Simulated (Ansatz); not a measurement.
silicon atom (Si), triplet. Base run: B3LYP/def2-SVP (Ansatz, a first-principles code).

Here is a job for Ansatz.
Ansatz 0.2 input:
```yaml
crystal:
  periodic: [false, false, false]
  atoms:
    - {symbol: Si, position_ang: [0.00000000, 0.00000000, 0.00000000]}
basis:
  gaussian:
    orbitals: def2-SVP
hamiltonian:
  xc: b3lyp
magnetization: {spin_polarized: true, initial_magnetization: 2}
```

Each row names what was changed in the base input (with any setting that the change needs).

| change | basis functions | E (Eh) |
|---|---|---|
| base | 18 | -289.29368 |
| basis = STO-3G | ? | ? |
| basis = 3-21G | 13 | -287.86688 |
| basis = pcseg-0 | 13 | -289.05895 |
| basis = def2-SV(P) | 18 | -289.29368 |
| basis = pc-1 | 18 | -289.38963 |
| basis = 6-311G** | ? | ? |
| basis = cc-pVTZ | 34 | ? |
| basis = pcseg-2 | 34 | -289.39946 |
| basis = def2-TZVPD | 43 | -289.39218 |
| basis = aug-cc-pVTZ | ? | ? |
| basis = cc-pVQZ | 59 | -289.39912 |
| basis = def2-QZVP | 70 | -289.40236 |

Task: Complete the blanks.

Result: 
- basis = STO-3G, basis functions: 9
- basis = STO-3G, E (Eh): -285.94209
- basis = 6-311G**, basis functions: 27
- basis = 6-311G**, E (Eh): -289.39435
- basis = cc-pVTZ, E (Eh): -289.39633
- basis = aug-cc-pVTZ, basis functions: 50
- basis = aug-cc-pVTZ, E (Eh): -289.39676

Totals compare only among sets that treat the same electrons; sets with core potentials leave the core out.
